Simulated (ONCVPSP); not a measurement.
# hafnium (Hf): one change to an ONCV potential, before and after

- Element: Hf (Z = 72)
- Generator: ONCVPSP 4.0.1
- Type: optimised norm-conserving Vanderbilt (ONCV)
- Functional: PBE
- Relativity: scalar-relativistic
- Frozen core: [Kr] 4d10 4f14
- Valence charge: 12
- Reference configuration: 5s2 5p6 5d2 (charge +2)
- Partial waves: 5s: rc 1.90 bohr, ncon 5, nbas 9, qcut 6.3 1/bohr, 2 projectors, debl 1.5 Ha; 5p: rc 1.65 bohr, ncon 5, nbas 9, qcut 8.3 1/bohr, 3 projectors, debl 1.9 Ha; 5d: rc 2.85 bohr, ncon 4, nbas 9, qcut 4.3 1/bohr, 2 projectors, debl 0.6 Ha
- Local potential: polynomial inside 1.60 bohr (lpopt 5, dvloc0 6 Ha)
- Core correction: polynomial model core, fcfact 0.45

In the s channel the program set the typed energies aside and used -3.017, 0.050 Ha. In the d channel the program set the typed energies aside and used -0.614, 0.250 Ha.

Change: s: rc 1.65, qcut 7.3. In the s channel the program set the typed energies aside and used -3.017, 0.250 Ha. In the d channel the program set the typed energies aside and used -0.614, 0.250 Ha.

Cutoffs: the cutoffs (Ha) at which the residual kinetic energy of the hardest occupied pseudo-wave falls to 1 and 0.1 mHa per electron; they do not see the model core or the augmentation charge, which bear on the density cutoff. Errors are all-electron minus pseudo energies relative to the spin-unpolarised reference configuration.

**Question.** How do hardness, ghosts and transferability respond?

**Answer.** The potential gets neither clearly harder nor softer (26 Ha and 31 Ha → 26 Ha and 31 Ha); a bound ghost appears in s, which as a rule spoils a file; the errors of the 4 common tests hardly move.

```csv
quantity,base,changed
"cutoff, loose",26 Ha,26 Ha
"cutoff, tight",31 Ha,31 Ha
loose cutoff by channel,"s 16 Ha, p 26 Ha, d 8.0 Ha","s 22 Ha, p 26 Ha, d 8.0 Ha"
bound ghosts,none,s
GHOST(+) flags under 300 eV,none,none
"error for 5s2 5p6 5d2 6s2, meV [ΔE -22.16 eV]",-14,-14
"error for 5s2 5p6 5d2 6s1, meV [ΔE -14.18 eV]",-5.0,-5.7
"error for 5s2 5p6 5d1, meV [ΔE 21.79 eV]",+24,+24
"error for 5s2 5p6 5d0, meV [ΔE 54.65 eV]",+160,+160
p: phases at 1.68 bohr within 0.05 rad from the reference energy up to (Ha; the scan ends near 5),to the end of the scan,to the end of the scan
d: phases at 2.89 bohr within 0.05 rad from the reference energy up to (Ha; the scan ends near 5),3.3,3.3
"rms error of d²Exc/dni dnj with the model core, mHa",1.39,0.83
```

 A true bound ghost makes a file unfit for plane-wave use even where its test errors are small: the radial tests pick states by their node count and pass the ghost by.
